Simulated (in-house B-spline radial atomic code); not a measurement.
A fraction x of an electron is moved 4s → 4d in Zn+, starting from [Ar] 3d10 4s1 and keeping the highest spin. All numbers are computed (scalar-relativistic (X2C) r2SCAN, spin-polarised, spherical fractional occupations; Fermi nucleus of rms radius 3.9283 fm) with an all-electron radial atomic-structure program (B-spline basis), not measured.

```csv
x,E(x) - E(0) (eV),4s up level (eV),4d up level (eV)
0,0.0000,-14.866,-
0.125,1.5967,-15.236,-2.654
0.25,?,?,?
0.375,4.7234,-15.844,-3.300
0.5,6.2960,-16.126,-3.522
0.625,7.8747,-16.379,-3.716
0.75,9.4634,-16.653,-3.892
0.875,?,?,?
1,12.6863,-,-4.200
```

(1) What belongs in the row x = 0.25?

(2) What belongs in the row x = 0.875?

(3) Check Janak's theorem between x = 0.375 and 0.5.

Answers

(1) An energy change of 3.1606 eV; 4s up at -15.513 eV, 4d up at -3.037 eV.

(2) An energy change of 11.0659 eV; 4s up at -16.938 eV, 4d up at -4.055 eV.

(3) The slope of the energy is 12.58 eV; the orbital levels give 12.57 eV (ε of the receiving orbital less ε of the emptying one, averaged over the two points).
